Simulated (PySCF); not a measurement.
# Bond curve of BaSr

Set-up: Ba x2c-TZVPall, Sr x2c-TZVPall; spin-free X2C with a Gaussian nucleus (PySCF 2.14). Energies in eV from Ba + Sr in their ground configurations at the same level. All curves are PBE0. state 1: ¹Σ⁺ (singlet), closed shell; state 2: Ms = 0 determinant of mixed spin (⟨S²⟩ near 1.1), unpaired electrons σ ↓, π ↑, a second solution, started from another occupation; state 3: triplet, unpaired electrons σ ↑, π ↑, a second solution, started from another occupation.

```json
{"R (Å)": "4.162", "state 1": "-0.0781", "state 2": "0.2081", "state 3": "0.1953"}
{"R (Å)": "4.356", "state 1": "-0.1518", "state 2": "0.2781", "state 3": "0.2451"}
{"R (Å)": "4.550", "state 1": "-0.1885", "state 2": "0.3674", "state 3": "0.3086"}
{"R (Å)": "4.695", "state 1": "-0.1993", "state 2": "0.4405", "state 3": "0.3591"}
{"R (Å)": "4.840", "state 1": "-0.2002", "state 2": "0.5150", "state 3": "0.4089"}
{"R (Å)": "4.985", "state 1": "-0.1942", "state 2": "0.5881", "state 3": "0.4561"}
{"R (Å)": "5.179", "state 1": "-0.1794", "state 2": "0.6793", "state 3": "0.5137"}
{"R (Å)": "5.421", "state 1": "-0.1555", "state 2": "0.7774", "state 3": "0.5757"}
{"R (Å)": "5.711", "state 1": "-0.1248", "state 2": "0.8682", "state 3": "0.6358"}
{"R (Å)": "6.098", "state 1": "-0.0878", "state 2": "0.9494", "state 3": "0.6945"}
```

Q: Put a parabola through the three lowest points of the state 1 curve and estimate Re, k and ωe (reduced mass 53.68 u; 1 eV/Å² = 0.16022 mdyn/Å; ωe = 1302.8·√(k/μ) cm⁻¹).

A: Through R = 4.695, 4.84, 4.985 Å the second-order coefficient is 0.164 eV/Å², so Re ≈ 4.786 Å, k ≈ 0.0526 mdyn/Å and ωe ≈ 41 cm⁻¹. A polynomial fit of higher order to the unrounded PBE0 energies gives Re = 4.781 Å, k = 0.0604 mdyn/Å, ωe = 43.7 cm⁻¹; anharmonicity and rounding make the difference.

The higher-order fit for each curve: state 1: Re = 4.781 Å, ωe = 43.7 cm⁻¹, De = 0.201 eV. State 2 gave no clean fit. State 3 gave no clean fit.

Closed-shell solutions of metal pairs were not tested for spin polarisation, which can lower them a little. The bond is weak. Basis-set superposition, not corrected here, can be much of De in a small basis, most of all at correlated wavefunction levels. Functionals without a dispersion term scatter widely for such bonds, and LDA overbinds them. Spin–orbit coupling is left out.
